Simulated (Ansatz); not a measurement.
Basis-set extrapolation for `O=C1[SiH2][SiH]1Cl` (PBE0-D4/def2-TZVP geometry, frozen core, Ansatz). Multiplicity 1, RHF reference.

|  | def2-TZVPP | def2-QZVPP |
| --- | --- | --- |
| HF | -1151.859788 | -1151.895236 |
| MP2 correlation | -0.805963 | -0.871441 |
| CCSD(T) correlation | -0.893706 | not run |

Energies in hartree. Use E(X) = E(∞) + A·exp(−7.88·√X) for Hartree–Fock and E(X) = E(∞) + B·X^(−2.97) for correlation, with X = 3 and 4, and add CCSD(T) minus MP2 of the smaller set to the MP2 limit.

What is the CCSD(T) energy at the basis-set limit?

HF limit: -1151.895236 + (-0.035448) × 0.13774 = -1151.90012. MP2 limit: -0.871441 + (-0.065478) × 0.74074 = -0.91994. Higher-order term: -0.893706 − (-0.805963) = -0.08774. Total: -1152.90780 hartree, 96.8 kcal/mol below CCSD(T)/def2-TZVPP.
